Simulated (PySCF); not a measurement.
# C₆ coefficients of unlike pairs at UHF

Calculated with PySCF 2.14 from the dipole response of each species, C₆(A,B) = (3/π) ∫ α_A(iu) α_B(iu) du, in atomic units, from isotropic polarisabilities. For ions this is the dispersion term alone; charge-induced terms of lower order in 1/R come first.

| species | configuration | basis | relativity | α (bohr³) | C₆ (like pair) |
| --- | --- | --- | --- | --- | --- |
| In+ | [Kr] 4d10 5s2 (1S) | aug-cc-pVQZ-PP with one added diffuse shell each of s, p, d, f, g type with ECP28MDF (8s8p6d4f3g) | core potential | 29.46 | 205.7 |
| C(2+) | [He] 2s2 (1S) | aug-cc-pCVQZ-DK (9s8p6d4f2g) | spin-free X2C | 4.499 | 7.093 |
| O+ | [He] 2s2 2p3 (4S) | def2-TZVPPD (6s4p3d1f) | none | 2.598 | 4.849 |
| Cl(3+) | [Ne] 3s2 3p2 (3P) | aug-cc-pCVTZ-DK (8s7p5d3f) | spin-free X2C | 4.465 | 12.21 |

Q: Estimate C₆ for C(2+) with In+.

A: The integral gives 37.74. The combination rule 2 C_A C_B / (C_A α_B/α_A + C_B α_A/α_B) gives 37.48 and the geometric mean 38.20.

No spin-orbit coupling is included.

The other pairs:

| pair | C₆ |
| --- | --- |
| Cl(3+), C(2+) | 8.998 |
| Cl(3+), O+ | 7.625 |
| O+, C(2+) | 5.486 |
| O+, In+ | 28.30 |
| Cl(3+), In+ | 46.52 |
